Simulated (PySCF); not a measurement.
# Excitation energy of Yb by level of theory

Yb [Xe] 4f14 6s2 (1S) → Yb [Xe] 4f14 5d2 (3F), as a difference of total energies. Calculation: PySCF 2.14, in ANO-RCC-VTZP (8s7p5d3f2g1h, 104 functions); the spin-free X2C one-electron Hamiltonian (Gaussian nucleus). Correlated levels: valence: [Kr] 4d10 frozen. The calculations carry no spin-orbit coupling.

```tsv
method	excitation energy (eV)
UHF	5.945
MP2 (valence)	6.679
SCS-MP2 (valence)	6.794
CCSD (valence)	6.670
CCSD(T) (valence)	6.816
```

Problem. How much does correlation contribute at CCSD(T) (valence)?

Solution. 6.816 − (5.945) = 0.871 eV, measured against UHF.

A first-order spin-orbit estimate (lowest level to lowest level, LS coupling) adds -0.091 eV.

The upper state lies above the first ionisation limit, where it may autoionise and the basis confines it.
